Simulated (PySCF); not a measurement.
Two species compared at the same levels of theory.

First species: C5H9PS.
Atom-mapped SMILES: `[CH3:1][C:2]1=[CH:3][CH2:4][CH2:5][P@@H:6]1=[S:7]` (hydrogens: H8, H9, H10 on C1; H11 on C3; H12, H13 on C4; H14, H15 on C5; H16 on P6)

Structure used (GFN2-xTB), in Å, numbered top down from 1:
```xyz
16
C5H9PS angstrom
C      2.2707   -0.3756   -0.1612
C      0.7947   -0.2617   -0.0218
C     -0.1311   -1.2077   -0.1474
C     -1.5694   -0.8266    0.0429
C     -1.6772    0.7013   -0.0275
P      0.0183    1.3567    0.2912
S      0.6291    2.9084   -0.6791
H      2.6284    0.3928   -0.8479
H      2.7536   -0.2035    0.8017
H      2.5598   -1.3562   -0.5324
H      0.1060   -2.2418   -0.3493
H     -1.9068   -1.1926    1.0171
H     -2.1957   -1.3008   -0.7157
H     -1.9443    1.0302   -1.0373
H     -2.4121    1.1136    0.6652
H      0.0685    1.4724    1.6903
```

Second species: C7H5N.
Atom-mapped SMILES: `[CH3:1][CH2:2][C:3]#[C:4][C:5]#[C:6][C:7]#[N:8]` (hydrogens: H9, H10, H11 on C1; H12, H13 on C2)

Cartesian coordinates in Å at the GFN2-xTB level; atoms count from 1:
```xyz
13
C7H5N angstrom
C     -2.5414   -0.3941    0.5334
C     -1.7640   -0.1834   -0.7685
C     -0.3434   -0.1604   -0.5315
C      0.8433   -0.1458   -0.2928
C      2.1677   -0.1274   -0.0484
C      3.3648   -0.1118    0.1744
C      4.6949   -0.0946    0.4231
N      5.8268   -0.0804    0.6355
H     -2.2651   -1.3402    0.9937
H     -3.6094   -0.4041    0.3291
H     -2.3284    0.4066    1.2382
H     -2.0590    0.7642   -1.2305
H     -1.9913   -0.9895   -1.4735
```

Levels: B3LYP/def2-SVPD for HOMO energy, LUMO energy, HOMO–LUMO gap and static isotropic polarisability; TDDFT B3LYP/def2-SVPD for lowest singlet excitation; TDA B3LYP/def2-SVPD for lowest triplet excitation (Tamm–Dancoff). Geometries: GFN2-xTB. Each structure is a single optimised conformer of the isolated species, non-relativistic unless stated; the electronic structure was computed with PySCF and density fitting.

```json
{"property": "HOMO energy", "column X": "-7.53 eV", "column Y": "-6.27 eV"}
{"property": "LUMO energy", "column X": "-2.25 eV", "column Y": "-0.80 eV"}
{"property": "HOMO–LUMO gap", "column X": "5.28 eV", "column Y": "5.47 eV"}
{"property": "lowest singlet excitation", "column X": "3.90 eV", "column Y": "4.58 eV"}
{"property": "lowest triplet excitation (Tamm–Dancoff)", "column X": "3.18 eV", "column Y": "4.22 eV"}
{"property": "static isotropic polarisability", "column X": "107.8 au", "column Y": "104.4 au"}
```

(1) Which column belongs to which species?

(2) How does each property change from the first species to the second?

## Answers

(1) Column X is the second species and column Y the first. The first has 16 atoms and 70 electrons, the second 13 and 54.

(2) HOMO energy -1.26 eV; LUMO energy -1.45 eV; HOMO–LUMO gap -0.19 eV; lowest singlet excitation -0.68 eV; lowest triplet excitation (Tamm–Dancoff) -1.04 eV; static isotropic polarisability +3.4 au.

On the first: S1 lies 0.89 eV below the HOMO–LUMO gap; its leading configuration is HOMO−1→LUMO, weight 0.49, beside HOMO→LUMO, weight 0.49. The vertical singlet–triplet gap S1 − T1 is 0.36 eV (TDDFT singlet less Tamm–Dancoff triplet; S1: HOMO−1→LUMO, weight 0.49, beside HOMO→LUMO, weight 0.49; T1: HOMO−2→LUMO, weight 0.72).

On the second: The polarisability is 15.97 Å³ as a volume (1 au = 0.148185 Å³), or 2.00 au for each of the 54 electrons. The 8 singlets span 3.90 to 6.70 eV, and their oscillator strengths add up to 2.34.
